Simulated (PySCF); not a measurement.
Compound: C4H6NOS (doublet state).
SMILES with atom numbers: `[CH3:1][S@@:2](=[O:3])[CH2:4][CH:5][C:6]#[N:7]` (hydrogens: H8, H9, H10 on C1; H11, H12 on C4; H13 on C5)

Structure used (GFN2-xTB), in Å, numbered top down from 1:
```xyz
13
C4H6NOS angstrom
C     -1.4619    0.9112   -0.2414
S     -1.2772   -0.7898    0.4465
O     -1.5959   -1.7034   -0.6422
C      0.6969   -0.8249    0.6157
C      1.3376   -0.5520   -0.6329
C      1.6908    0.7208   -1.0090
N      1.9985    1.7980   -1.3052
H     -2.1200    1.4603    0.4242
H     -0.5079    1.4208   -0.3175
H     -1.9143    0.8190   -1.2228
H      0.8596   -0.0812    1.3906
H      0.8434   -1.8386    0.9780
H      1.4462   -1.3396   -1.3630
```

The hyperfine couplings belong to this conformer and change with its torsions.

Method used: UKS B3LYP, pcH-1 on C H N O S, non-relativistic, mean-field spin-orbit, GIAO (PySCF). Isolated species at its GFN2-xTB geometry (one conformer only). GFN2-xTB frequencies show an imaginary mode (125i cm⁻¹), so this geometry is no minimum at that level. Couplings are sensitive to structure, and on GFN2-xTB geometries they can be far from those on DFT ones. Stability of the SCF solution: not tested.

**Question.** Give the principal g shifts and their parts.

**Answer.** 
```
                    Δg (ppt)      1      2      3
relativistic mass correction  -0.20  -0.20  -0.20
            gauge correction  -0.01   0.03   0.03
   orbital Zeeman/spin–orbit   0.12   1.79   6.63
                       total  -0.09   1.62   6.45
```

So g = 2.00223, 2.00394, 2.00877 and g_iso = 2.00498; the tensor is rhombic: the two nearest values differ by 26 % of g3 − g1. 

**Question.** At 33.929 GHz, how far is the centre of the isotropic spectrum from where a free electron (g = 2.002319) resonates?

**Answer.** B = hν/(g μB) with μB/h = 13.99624 MHz/mT gives 1210.67 mT for the free electron and 1209.07 mT at g_iso, 1.61 mT lower.

**Question.** What are the electron Larmor frequencies g μB B/h along the three axes at 350 mT?

**Answer.** 9.8083, 9.8167, 9.8403 GHz for g1, g2 and g3, a range of 32.1 MHz.

**Question.** Average each term over the three axes. Which is largest in size?

**Answer.** The orbital-Zeeman/spin–orbit term 2.84, the mass correction -0.20 and the gauge correction 0.02 ppt, for a total of 2.66 ppt. The orbital-Zeeman/spin–orbit term is the largest in size. The mass correction is the same along every axis, so the anisotropy comes from the other two: their spans along these axes are 0.04 (gauge) and 6.51 ppt (orbital Zeeman/spin–orbit).

**Question.** In a frozen sample, at which fields do the three g values resonate at 9.5, 34, 94 and 263 GHz (hyperfine left aside), and which band first spreads them over more than twice a line width of 1.0 mT?

**Answer.** 
```json
{"band": "X", "GHz": "9.5", "B(g3) mT": "337.89", "B(g2) mT": "338.71", "B(g1) mT": "339.00", "spread mT": "1.10"}
{"band": "Q", "GHz": "34.0", "B(g3) mT": "1209.31", "B(g2) mT": "1212.23", "B(g1) mT": "1213.26", "spread mT": "3.95"}
{"band": "W", "GHz": "94.0", "B(g3) mT": "3343.38", "B(g2) mT": "3351.45", "B(g1) mT": "3354.31", "spread mT": "10.93"}
{"band": "J", "GHz": "263.0", "B(g3) mT": "9354.35", "B(g2) mT": "9376.92", "B(g1) mT": "9384.92", "spread mT": "30.57"}
```

The spread grows in proportion to the frequency. Q band is the first where it exceeds 2.0 mT.

Largest spin populations (Mulliken): C5 (+0.70), N7 (+0.33), C6 (-0.17) and S2 (+0.15). The angles at C5 add up to 359.6°, so it is planar; its axial dipolar tensor and the negative coupling of its proton fit spin in a p orbital normal to that plane.

The HOMO–LUMO gaps are 6.00 eV among the α and 3.15 eV among the β orbitals.
